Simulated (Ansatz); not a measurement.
Consider the substitution at a C–C bond: `CCC(C)(C)C(C)C` + `[CH3][Zr]([NH2])([OH])[OH]` → `C[O][Zr]([CH3])([NH2])[OH]` + `CCC(C)C(C)C`.

Gas-phase electronic energies from Ansatz, PBE0-D4/def2-TZVP geometries. CBS: MP2 limit from def2 TZ/QZ plus the TZ coupled-cluster correction, frozen cores. Elements past krypton have def2 core potentials. For Zr outer-core shells are correlated without core-valence functions, which leaves a few kJ/mol of doubt a bond. One conformer a species, not always the lowest.

`CCC(C)(C)C(C)C`:

Cartesian coordinates in Å:
```
C 1.443 -1.994 0.320
C 0.050 -1.626 -0.163
C -0.183 -0.150 -0.534
C 0.679 0.196 -1.749
C -1.651 -0.008 -0.932
C 0.185 0.784 0.648
C -0.036 2.263 0.350
C -0.520 0.427 1.952
H 1.514 -3.070 0.495
H 2.210 -1.733 -0.413
H 1.699 -1.495 1.258
H -0.188 -2.224 -1.050
H -0.684 -1.922 0.594
H 1.743 0.219 -1.500
H 0.536 -0.545 -2.541
H 0.416 1.170 -2.166
H -2.322 -0.261 -0.108
H -1.881 -0.684 -1.760
H -1.887 1.006 -1.264
H 1.261 0.652 0.812
H 0.327 2.870 1.184
H 0.492 2.593 -0.546
H -1.097 2.494 0.222
H -1.604 0.533 1.864
H -0.309 -0.593 2.278
H -0.195 1.099 2.750
```

`[CH3][Zr]([NH2])([OH])[OH]`:

Cartesian coordinates in Å:
```
C 0.491 -0.203 -1.716
Zr 0.134 0.110 0.473
N -1.851 -0.244 0.759
O 1.176 -1.250 1.353
O 0.520 1.972 0.783
H -0.109 0.484 -2.323
H 1.545 -0.037 -1.971
H 0.234 -1.223 -2.022
H -2.584 0.452 0.727
H -2.261 -1.132 1.012
H 1.816 -1.734 1.866
H 0.889 2.805 1.059
```

`C[O][Zr]([CH3])([NH2])[OH]`:

```xyz
15

C    -0.659    2.364   -1.182
O    -0.208    1.218   -0.541
Zr    0.408   -0.264    0.508
C    -1.224   -1.791    0.321
N     2.057   -1.093   -0.360
O     0.696   -0.024    2.403
H     0.179    2.918   -1.618
H    -1.354    2.102   -1.988
H    -1.181    3.025   -0.481
H    -1.418   -2.046   -0.726
H    -0.968   -2.719    0.844
H    -2.162   -1.418    0.750
H     2.309   -1.030   -1.337
H     2.790   -1.591    0.127
H     0.736    0.347    3.279
```

`CCC(C)C(C)C`:

```xyz
23

C    -0.170    0.278   -2.617
C     0.204    0.553   -1.169
C    -0.365   -0.464   -0.180
C    -1.882   -0.360   -0.086
C     0.289   -0.388    1.213
C     1.734   -0.867    1.194
C     0.194    0.990    1.855
H     0.300    1.000   -3.289
H    -1.248    0.337   -2.780
H     0.157   -0.720   -2.923
H     1.296    0.567   -1.088
H    -0.135    1.557   -0.891
H    -0.129   -1.464   -0.571
H    -2.194    0.636    0.240
H    -2.281   -1.085    0.629
H    -2.360   -0.553   -1.048
H    -0.274   -1.086    1.847
H     1.817   -1.863    0.749
H     2.138   -0.919    2.208
H     2.377   -0.191    0.624
H    -0.834    1.355    1.900
H     0.788    1.726    1.305
H     0.578    0.963    2.878
```

```tsv
species	CCSD(T)/CBS(def2) energy (Eh)
`CCC(C)(C)C(C)C`	-315.28786
`[CH3][Zr]([NH2])([OH])[OH]`	-294.47620
`C[O][Zr]([CH3])([NH2])[OH]`	-333.71861
`CCC(C)C(C)C`	-276.02551
```

(1) Work out ΔE.

Largest T1 diagnostic among the species: 0.016.

Results:

(1) ΔE = (-333.71861) + (-276.02551) − (-315.28786) − (-294.47620) = 0.01994 Eh = +52.4 kJ/mol.

Leaving LDA and LC-ωPBE aside and taking each functional with its dispersion term where it has one, the values, not all of them listed here, spread over 14.7 kJ/mol, from BLYP-D4 to ωB97M-V. LDA lies +20.8 kJ/mol from PBE without D4. In def2-TZVPP, CCSD(T) changes the Hartree–Fock value by +29.3 kJ/mol (the triples alone add +3.0 kJ/mol) and MP2 by +38.1 kJ/mol. From BLYP to BHLYP (50 % exact exchange), in def2-TZVPP and without D4, ΔE moves by +11.7 kJ/mol.
